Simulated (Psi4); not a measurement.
C2H4AlNO2 (SMILES C[O][AlH][N]=C=O), singlet, at a GFN2-xTB geometry (such geometries of metal compounds can be far from the true shape); B3LYP/def2-SV(P) run with Psi4.

Input for Psi4:
```
memory 2 GB

molecule {
0 1
Al   -0.84324090   -0.40760898    0.14862203
H    -2.24175733   -0.49775900    0.68870565
N     0.09054408    1.08390773    0.50137731
C     0.62267156    2.11298674    0.79333193
O     1.14117942    3.10741490    1.07218225
O    -0.28272085   -1.67950738   -0.72036150
C     0.17817457   -2.77971956   -1.45764180
H     0.00888800   -2.60932096   -2.52292348
H     1.24647783   -2.92423448   -1.28537344
H    -0.35803090   -3.67998601   -1.15084327
}

set {
  basis def2-sv(p)
}

energy('b3lyp')
print_variables()
```

It wrote (shortened):

```
   => Loading Basis Set <=

    Name: DEF2-SV(P)
    Role: ORBITAL
    Keyword: BASIS

         ---------------------------------------------------------
                                   SCF
               by Justin Turney, Rob Parrish, Andy Simmonett
                          and Daniel G. A. Smith
                              RKS Reference
         ---------------------------------------------------------

  ==> Geometry <==

    Molecular point group: c1
    Full point group: C1

    Geometry (in Angstrom), charge = 0, multiplicity = 1:

       Center              X                  Y                   Z               Mass
    ------------   -----------------  -----------------  -----------------  -----------------
         AL          -0.848212312050    -0.499002755465     0.105231940366    26.981538530000
         H           -2.246728742050    -0.589152775465     0.645315560366     1.007825032230
         N            0.085572667950     0.992513954535     0.457987220366    14.003074004430
         C            0.617700147950     2.021592964535     0.749941840366    12.000000000000
         O            1.136208007950     3.016021124535     1.028792160366    15.994914619570
         O           -0.287692262050    -1.770901155465    -0.763751589634    15.994914619570
         C            0.173203157950    -2.871113335465    -1.501031889634    12.000000000000
         H            0.003916587950    -2.700714735465    -2.566313569634     1.007825032230
         H            1.241506417950    -3.015628255465    -1.328763529634     1.007825032230
         H           -0.363002312050    -3.771379785465    -1.194233359634     1.007825032230

  Running in c1 symmetry.

  Rotational constants: A =      0.39287  B =      0.03506  C =      0.03239 [cm^-1]
  Rotational constants: A =  11777.95795  B =   1051.18205  C =    970.96115 [MHz]
  Nuclear repulsion =  244.879237057525728

  Charge       = 0
  Multiplicity = 1
  Electrons    = 52
  Nalpha       = 26
  Nbeta        = 26

  ==> Algorithm <==

  SCF Algorithm Type is DF.
  DIIS enabled.
  MOM disabled.
  Fractional occupation disabled.
  Guess Type is SAD.
  Energy threshold   = 1.00e-06
  Density threshold  = 1.00e-06
  Integral threshold = 1.00e-12

  ==> Primary Basis <==

  Basis Set: DEF2-SV(P)
    Blend: DEF2-SV(P)
    Number of shells: 46
    Number of basis functions: 96
    Number of Cartesian functions: 102
    Spherical Harmonics?: true
    Max angular momentum: 2

  ==> DFT Potential <==

   => LibXC <=

    Version 7.1.2
    S. Lehtola, C. Steigemann, M. J. T. Oliveira, and M. A. L. Marques,  SoftwareX 7, 1–5 (2018) (10.1016/j.softx.2017.11.002)

   => Composite Functional: B3LYP <=

    B3LYP Hyb-GGA Exchange-Correlation Functional

    P. J. Stephens, F. J. Devlin, C. F. Chabalowski, and M. J. Frisch,  J. Phys. Chem. 98, 11623 (1994) (10.1021/j100096a001)

    Deriv               =              1
    GGA                 =           TRUE
    Meta                =          FALSE

    Exchange Hybrid     =           TRUE
    MP2 Hybrid          =          FALSE

   => Exchange Functionals <=

    0.0800   Slater exchange
    0.7200         Becke 88

   => Exact (HF) Exchange <=

    0.2000               HF

   => Correlation Functionals <=

    0.1900   Vosko, Wilk & Nusair (VWN5_RPA)
    0.8100   Lee, Yang & Parr

   => LibXC Density Thresholds  <==

    XC_HYB_GGA_XC_B3LYP:  1.00E-15

   => Molecular Quadrature <=

    Radial Scheme          =       TREUTLER
    Pruning Scheme         =           NONE
    Nuclear Scheme         =       TREUTLER

    Blocking Scheme        =         OCTREE
    BS radius alpha        =              1
    Pruning alpha          =              1
    Radial Points          =             75
    Spherical Points       =            302
    Total Points           =         216972
    Total Blocks           =           1669
    Max Points             =            256
    Max Functions          =             92
[...]

    J tasked:                   Yes
    K tasked:                   Yes
    wK tasked:                   No
    Algorithm:                 Core
    Schwarz Cutoff:           1E-12
    Mask sparsity (%):       9.7222
    Fitting Condition:        1E-10

   => Auxiliary Basis Set <=

  Basis Set: (DEF2-SV(P) AUX)
    Blend: DEF2-UNIVERSAL-JKFIT
    Number of shells: 187
    Number of basis functions: 581
    Number of Cartesian functions: 692
    Spherical Harmonics?: true
    Max angular momentum: 4

  Minimum eigenvalue in the overlap matrix is 3.0318521184E-03.
  Reciprocal condition number of the overlap matrix is 6.1102870773E-04.
    Using symmetric orthogonalization.

  ==> Pre-Iterations <==

  SCF Guess: Superposition of Atomic Densities via on-the-fly atomic UHF (no occupation information).

   -------------------------
    Irrep   Nso     Nmo
   -------------------------
     A         96      96
   -------------------------
    Total      96      96
   -------------------------

  ==> Iterations <==

                           Total Energy        Delta E     RMS |[F,P]|

   @DF-RKS iter SAD:  -525.21372276382522   -5.25214e+02   0.00000e+00
   @DF-RKS iter   1:  -525.60637411951757   -3.92651e-01   1.07902e-02 DIIS/ADIIS
   @DF-RKS iter   2:  -524.73639361390792    8.69981e-01   1.79390e-02 DIIS/ADIIS
   @DF-RKS iter   3:  -526.02025418163350   -1.28386e+00   3.38980e-03 DIIS/ADIIS
   @DF-RKS iter   4:  -526.05816173611265   -3.79076e-02   1.42760e-03 DIIS/ADIIS
   @DF-RKS iter   5:  -526.06313201316914   -4.97028e-03   7.47582e-04 DIIS/ADIIS
   @DF-RKS iter   6:  -526.06505854661066   -1.92653e-03   2.07306e-04 DIIS/ADIIS
   @DF-RKS iter   7:  -526.06521132836087   -1.52782e-04   5.88560e-05 DIIS
   @DF-RKS iter   8:  -526.06522627574475   -1.49474e-05   8.08562e-06 DIIS
   @DF-RKS iter   9:  -526.06522652251522   -2.46770e-07   2.64214e-06 DIIS
   @DF-RKS iter  10:  -526.06522655592232   -3.34071e-08   3.87754e-07 DIIS
  Energy and wave function converged.

  ==> Post-Iterations <==

   Electrons on quadrature grid:
      Ntotal   =   52.0000301475 ; deviation = 3.015e-05

    Orbital Energies [Eh]
    ---------------------

    Doubly Occupied:

[...]
    Virtual:

[...]
      96A      3.826091

    Final Occupation by Irrep:
              A
    DOCC [    26 ]
    NA   [    26 ]
    NB   [    26 ]

  @DF-RKS Final Energy:  -526.06522655592232

   => Energetics <=

    Nuclear Repulsion Energy =            244.8792370575257280
    One-Electron Energy =               -1209.8113009268390670
    Two-Electron Energy =                 483.4564064638532273
    DFT Exchange-Correlation Energy =     -44.5895691504622746
    Empirical Dispersion Energy =           0.0000000000000000
    VV10 Nonlocal Energy =                  0.0000000000000000
    Total Energy =                       -526.0652265559223224

Computation Completed

Properties will be evaluated at   0.000000,   0.000000,   0.000000 [a0]

Properties computed using the SCF density matrix

 Multipole Moments:

 ------------------------------------------------------------------------------------
     Multipole            Electronic (a.u.)      Nuclear  (a.u.)        Total (a.u.)
 ------------------------------------------------------------------------------------

 L = 1.  Multiply by 2.5417464519 to convert [e a0] to [Debye]
 Dipole X            :          0.3645962           -0.4885200           -0.1239237
 Dipole Y            :          7.8909841           -8.9808784           -1.0898943
 Dipole Z            :          3.7700883           -4.2637604           -0.4936722
 Magnitude           :                                                    1.2028877

 ------------------------------------------------------------------------------------

  Variable Map:
  ----------------------------------------------------------------------------
[...]
  Array Variable Map:
  ----------------------------------------------------------------------------
[...]
[...]
```
